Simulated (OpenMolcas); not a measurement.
**Fe5+, Ru5+, Os5+: d3 down the group**

| Quantity | Value |
| --- | --- |
| Program | OpenMolcas 26.06 |
| Method | CASSCF |
| Basis | ANO-RCC-VQZP |
| Scalar Hamiltonian | DKH2, point nucleus |
| Spin-orbit coupling | state interaction with AMFI integrals over the reference wave functions, term energies averaged over their components |

Active space for each ion: 3 electrons in 10 orbitals (d d).

Computed levels in cm-1 above 4F 3/2:

| Level | Fe5+ | Ru5+ | Os5+ |
| --- | --- | --- | --- |
| 4F 5/2 | 519 | 1350 | 5930 |
| 4F 7/2 | 1221 | 3029 | 11126 |
| 4F 9/2 | 2086 | 4905 | 14987 |
| 4P 1/2 | 22806 | 16472 | 19181 |
| 4P 3/2 | 23005 | 16471 | 16901 |
| 2G 7/2 | 23356 | 18267 | 24514 |
| 4P 5/2 | 23656 | 18605 | 26855 |
| 2G 9/2 | 24065 | 19269 | 38695 |
| 2P 1/2 | 30867 | 23802 | 32242 |
| weight of 4F in the lowest level (%) | 100 | 99 | 87 |

Mixed levels, with the weight of the term that names them: Os5+ 4F 9/2 (67 %), Os5+ 4P 3/2 (51 %), Os5+ 2G 9/2 (57 %).

Measured, with the error of the calculation in %. Measured levels: Fe5+ from Corliss and Sugar, J. Phys. Chem. Ref. Data 11, 135 (1982); Os5+ from the list in Brasseur, Palmeri and Quinet, Atoms 13, 11 (2025).

```json
{"Level": "4F 5/2", "Fe5+": "511 (+1.5)", "Os5+": "6397 (-7.3)"}
{"Level": "4F 7/2", "Fe5+": "1188 (+2.8)", "Os5+": "11444 (-2.8)"}
{"Level": "4F 9/2", "Fe5+": "2001 (+4.2)", "Os5+": "14678 (+2.1)"}
{"Level": "4P 1/2", "Fe5+": "18738 (+21.7)", "Os5+": "16772 (+14.4)"}
{"Level": "4P 3/2", "Fe5+": "18942 (+21.4)", "Os5+": ""}
{"Level": "2G 7/2", "Fe5+": "20616 (+13.3)", "Os5+": "22920 (+7.0)"}
{"Level": "4P 5/2", "Fe5+": "19611 (+20.6)", "Os5+": "24828 (+8.2)"}
{"Level": "2G 9/2", "Fe5+": "21315 (+12.9)", "Os5+": "37019 (+4.5)"}
{"Level": "2P 1/2", "Fe5+": "26496 (+16.5)", "Os5+": "28860 (+11.7)"}
```

The fine-structure level 4F 9/2 changes by a factor of 7.18 from Fe5+ to Os5+.

Without spin-orbit coupling 4P lies 22145, 14948, 13615 cm-1 above 4F in that order; the difference to the level 4P 1/2, of either sign, comes from spin-orbit coupling, which also lowers the zero.

Without dynamic correlation excited terms often stand tens of per cent too high (terms of higher spin than the ground term too low), and those without a measured partner can miss by more than the paired ones. Active for correlation alone: 4d; no level in the range computed is led by a configuration that fills it, so any true level of that kind is missing (holds for Fe5+). Active for correlation alone: 5d; no level in the range computed is led by a configuration that fills it, so any true level of that kind is missing (holds for Ru5+). Active for correlation alone: 6d; no level in the range computed is led by a configuration that fills it, so any true level of that kind is missing (holds for Os5+). Computed and measured levels are paired by configuration, term and J; levels that our copy of the source lacks, or whose pairing is in doubt (as where it misses far off the trend of its configuration), stay unpaired and out of the deviations. Only configurations of the active space appear.
